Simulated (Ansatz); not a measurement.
Reaction (formal exchange of groups at a B–Ge bond): `[SiH3][BH][GeH2][Cl]` + `CNCS` → `CNB[SiH3]` + `S[CH2][GeH2][Cl]`

Calculated with Ansatz (gas phase, PBE0-D4/def2-TZVP geometries, no zero-point term in ΔE). CCSD(T)/CBS adds triple-zeta CCSD(T) − MP2 to the extrapolated MP2 energy (def2 sets, frozen cores). DFT in def2-TZVPP. B3LYP here is the variant with VWN-RPA as its local correlation; programs differ in this. For Ge outer-core shells are correlated without core-valence functions, which leaves a few kJ/mol of doubt a bond. Scalar relativity is left out up to krypton. Each species was taken in one conformer, which may not be the lowest.

`[SiH3][BH][GeH2][Cl]`:

Cartesian coordinates in Å:
```
Si 1.668 0.783 0.014
B 0.251 -0.547 0.516
Ge -1.657 -0.406 -0.223
Cl -2.873 -2.122 0.311
H 2.537 1.140 1.168
H 1.132 2.031 -0.593
H 2.504 0.090 -1.012
H 0.527 -1.463 1.230
H -1.700 -0.328 -1.760
H -2.388 0.823 0.350
```

`CNCS`:

Z-matrix (Å, degrees):
```
C
N 1 1.446
H 1 1.091 2 109.5
H 1 1.103 2 114.1 3 -121.5
H 1 1.093 2 109.5 3 117.8
C 2 1.436 1 113.1 3 177.7
H 2 1.012 1 111.3 3 53.7
S 6 1.819 2 108.1 1 175.4
H 6 1.101 2 114.7 1 -63.8
H 6 1.093 2 108.4 1 56.7
H 8 1.341 6 96.6 2 144.8
```

`CNB[SiH3]`:

Cartesian coordinates in Å:
```
C 0.993 1.808 0.544
N 0.168 0.773 -0.039
B 0.143 -0.567 0.308
Si -1.093 -1.843 -0.640
H 1.644 2.267 -0.205
H 1.617 1.367 1.321
H 0.383 2.597 0.994
H -0.439 1.108 -0.772
H 0.880 -0.924 1.186
H -0.342 -2.943 -1.311
H -2.051 -2.487 0.305
H -1.903 -1.154 -1.691
```

`S[CH2][GeH2][Cl]`:

Z-matrix (Å, degrees):
```
C
Ge 1 1.953
S 1 1.805 2 112.6
H 1 1.093 2 108.0 3 116.8
H 1 1.091 2 110.5 3 -125.4
Cl 2 2.164 1 106.1 3 59.3
H 2 1.537 1 112.8 3 175.1
H 2 1.532 1 111.8 3 -56.8
H 3 1.344 1 96.8 2 -52.1
```

| level | ΔE (kJ/mol) | difference from CCSD(T)/CBS |
| --- | --- | --- |
| PBE0-D4 | -216.3 | 3.5 |
| B3LYP-D4 | -219.5 | 0.3 |
| BHLYP-D4 | -218.0 | 1.8 |
| CAM-B3LYP-D4 | -221.7 | -1.9 |
| BLYP | -215.1 | 4.7 |
| PBE0 | -214.7 | 5.1 |
| r2SCANh | -218.8 | 1.0 |
| r2SCAN0 | -218.6 | 1.2 |
| BHLYP | -215.3 | 4.5 |
| CAM-B3LYP | -220.0 | -0.2 |
| HF/def2-SVP | -210.2 | 9.6 |
| MP2/def2-SVP | -240.4 | -20.6 |
| CCSD(T)/def2-SVP | -230.2 | -10.4 |
| CCSD(T)/def2-TZVPP | -220.1 | -0.3 |
| SCS-MP2/def2-QZVPP | -224.2 | -4.4 |
| CCSD/CBS(def2) | -216.1 | 3.7 |
| CCSD(T)/CBS | -219.8 | 0 |

Largest T1 diagnostic among the species: 0.014.

At CCSD(T), def2-SVP lies −10.4 kJ/mol from the extrapolated value and def2-TZVPP −0.3 kJ/mol. Leaving LDA and LC-ωPBE aside and taking each functional with its dispersion term where it has one, the values, not all of them listed here, spread over 9.3 kJ/mol, from ωB97M-V to revPBE-D4. LDA lies −11.4 kJ/mol from PBE without D4.
